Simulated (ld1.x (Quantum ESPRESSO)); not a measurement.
# Varying the TM potential for I

Base potential:

* Element: I (Z = 53)
* Generator: ld1.x (Quantum ESPRESSO) 7.5
* Type: norm-conserving Troullier–Martins (Kleinman–Bylander form)
* Functional: PBE
* Relativity: fully relativistic
* Frozen core: [Kr] 4d10
* Valence charge: 7
* Reference configuration: 5s2 5p5
* Partial waves: 5p (bound): rc 2.10 bohr; 5d channel at 0.25 Ry: rc 2.10 bohr; 5s (bound): rc 1.75 bohr
* Local potential: the s channel
* Core correction: Bessel-smoothed model core inside 0.85 bohr

Open shells are filled in proportion to 2j + 1 (rel_dist='average').

All-electron outer shells of the reference configuration (PBE, scalar-relativistic, ld1.x):

```
shell  level (eV)  outermost node (bohr)  outermost maximum (bohr)
   4p     -127.57                   0.37                      0.72
   4d      -50.28                   0.35                      0.78
   5s      -17.41                   0.88                      1.70
   5p       -7.09                   0.96                      2.02
```

Cutoffs, loose and tight: the cutoffs (Ry, on a coarse ladder) from which the occupation-weighted sum of valence levels, in a spherical-Bessel basis at the reference potential, stays within 10 and 1 mRy of its value at 400 Ry. They do not see the model core or the augmentation charge, which bear on the density cutoff. Test errors are all-electron minus pseudo excitation energies from the reference, over the configurations 5s2 5p4; 5s2 5p3; 5s2 5p2; 5s2 5p1; 5s2 5p5.3; 5s1 5p6; 5s2 5p4.5. A dash means not determined; rows that change the core or the reference have their own tests.

A true bound ghost makes a file unfit for plane-wave use even where its test errors are small: the radial tests pick states by their node count and pass the ghost by.

```tsv
change	outcome	cutoff, loose	cutoff, tight	bound ghosts	largest test error (meV)
base	generated	35 Ry	50 Ry	none	-108
all radii but the core radius scaled by about 0.78 (s 1.36, p 1.64, d 1.64 bohr)	generated	70 Ry	180 Ry	p1/2, d3/2, d5/2	-88
all radii but the core radius scaled by about 0.83 (s 1.44, p 1.74, d 1.74 bohr)	generated	70 Ry	120 Ry	d3/2, d5/2	-97
all radii but the core radius scaled by about 0.93 (s 1.62, p 1.96, d 1.96 bohr)	generated	35 Ry	60 Ry	d3/2, d5/2	-104
all radii but the core radius scaled by about 1.12 (s 1.96, p 2.36, d 2.36 bohr)	generated	30 Ry	50 Ry	none	-122
all radii but the core radius scaled by about 1.38 (s 2.42, p 2.90, d 2.90 bohr)	generated	18 Ry	30 Ry	none	-188
```

**Question.** What comes out with this change to the base: all radii but the core radius scaled by about 1.29 (s 2.26, p 2.72, d 2.72 bohr)?

**Answer.** outcome: generated; cutoff, loose: 25 Ry; cutoff, tight: 35 Ry; bound ghosts: none; largest test error (meV): -182.

**Question.** What comes out with this change to the base: all radii but the core radius scaled by about 1.21 (s 2.12, p 2.54, d 2.54 bohr)?

**Answer.** outcome: generated; cutoff, loose: 25 Ry; cutoff, tight: 40 Ry; bound ghosts: none; largest test error (meV): -141.

Reading the sweep of the scale of all radii but the core radius (base = 1) (base included, trends over the rows without a ghost): The loose cutoff falls from 35 Ry at 1 to 18 Ry at 1.38. A larger radius leaves more room for a smooth pseudo-wave, so fewer plane waves are needed; a smaller one forces it to follow the all-electron wave where it bends sharply. The median size of the test errors (rows with all tests solved) stays near 6.3 meV. Bound ghosts are found at 0.78, 0.83, 0.93.
